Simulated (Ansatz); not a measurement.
Total energies of C$_{2}$H$_{4}$BF, SMILES `FB1CC1`.

Z-matrix (Å, degrees):
```
C
B 1 1.510
C 1 1.585 2 58.4
H 1 1.087 2 121.2 3 103.6
H 1 1.087 2 121.2 3 -103.6
F 2 1.310 1 148.4 3 180.0
H 3 1.087 1 116.3 2 -112.0
H 3 1.087 1 116.3 2 112.0
```

Total charge 0; spin multiplicity 1. All single points use the PBE0-D4/def2-TZVP geometry. Basis def2-TZVPP, Ansatz 0.2.0.

RPA on PBE orbitals: Hartree–Fock energy of these orbitals -202.23345 Eh, correlation -1.08680 Eh (frozen core).

```
             functional  energy without D4 (Eh)  D4 term (kJ/mol)
            LDA (SPW92)              -201.73929                 –
                 revPBE              -203.33191             -36.9
                   BLYP              -203.33520             -23.4
                 r2SCAN              -203.28898              -2.4
                 B97M-V              -203.37798                 –
                   PBE0              -203.16905              -8.4
                  B3LYP              -203.40597             -16.4
                r2SCANh              -203.28043              -2.5
                r2SCAN0              -203.26839              -2.8
HSE06 (plane-wave form)              -203.15834              -7.7
                  BHLYP              -203.29901             -11.3
              CAM-B3LYP              -203.31213              -8.3
                ωB97X-V              -203.33455                 –
               PBE-QIDH              -203.13946                 –
```

(1) Give the same for PBE, LC-ωPBE, ωB97M-V, B2PLYP. (An estimate is asked.)

B3LYP takes the VWN-RPA correlation (the form of Gaussian; ORCA's B3LYP/G). HSE06 is the plane-wave form, built on full-range PBE exchange. The double hybrids freeze the cores in their second-order part.

Results:

(1) Ansatz gave: 
```
functional  energy without D4 (Eh)  D4 term (kJ/mol)
       PBE              -203.15096             -10.2
   LC-ωPBE              -203.27060                 –
   ωB97M-V              -203.32000                 –
    B2PLYP              -203.24343                 –
```

LC-ωPBE has ω = 0.4 bohr⁻¹.
